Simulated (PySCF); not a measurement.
# Electron correlation in Cd (cadmium, neutral)

[Kr] 4d9 5s2 6s1, high-spin 3D determinant (an excited configuration). Calculation: PySCF 2.14, in aug-cc-pVTZ-PP with one added diffuse shell each of s, p, d, f, g type with ECP28MDF (7s7p6d4f3g, 113 functions); scalar relativity through the core potential. Frozen: 4s2 4p6; 12 electrons correlated.

MP2 pair energies summed by pair of shells (mhartree):

| pair | energy | share (%) |
| --- | --- | --- |
| 4d-4d | -295.73 | 71.6 |
| 4d-5s | -85.99 | 20.8 |
| 5s-5s | -24.05 | 5.8 |
| 5s-6s | -4.33 | 1.0 |
| 4d-6s | -2.75 | 0.7 |

Total MP2 correlation energy: -412.86 mhartree.

Same-spin part -145.53 and opposite-spin part -267.32 mhartree; SCS-MP2 scales them by 1/3 and 6/5 to -369.30 mhartree.
